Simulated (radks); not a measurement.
Question: All-electron atom: the rhodium ion Rh2+ in [Kr] 4d7 (the NIST ground configuration). Method: Dirac Kohn-Sham, PBE, spin-unpolarised, spherical densities, finite nucleus; open shells are shared between the two j in proportion to 2j + 1; Fermi nuclear charge, rms radius 4.4945 fm; computed with a radial shooting solver on a logarithmic mesh with Libxc functionals. Some entries of the table are withheld. Estimate them.

| orbital | occ. | eigenvalue (eV) | <1/r> (bohr^-1) |
|---|---|---|---|
| 1s1/2 | 2 | -23046.60 | 47.05 |
| 2s1/2 | 2 | -3358.547 | 10.79 |
| 2p1/2 | 2 | -3111.171 | (1) |
| 2p3/2 | 4 | -2966.554 | (2) |
| 3s1/2 | 2 | -617.5711 | 3.743 |
| 3p1/2 | 2 | -520.7454 | 3.646 |
| 3p3/2 | 4 | -495.8652 | 3.503 |
| 3d3/2 | 4 | -324.4616 | (3) |
| 3d5/2 | 6 | -319.5548 | (4) |
| 4s1/2 | 2 | -103.3998 | 1.410 |
| 4p1/2 | 2 | -73.9201 | 1.290 |
| 4p3/2 | 4 | -69.9825 | 1.246 |
| 4d3/2 | 2.8 | -26.0067 | 0.9313 |
| 4d5/2 | 4.2 | -25.5612 | 0.9202 |

Answer: 
(1) 2p1/2 <1/r> (bohr^-1): 10.77
(2) 2p3/2 <1/r> (bohr^-1): 10.17
(3) 3d3/2 <1/r> (bohr^-1): 3.330
(4) 3d5/2 <1/r> (bohr^-1): 3.293
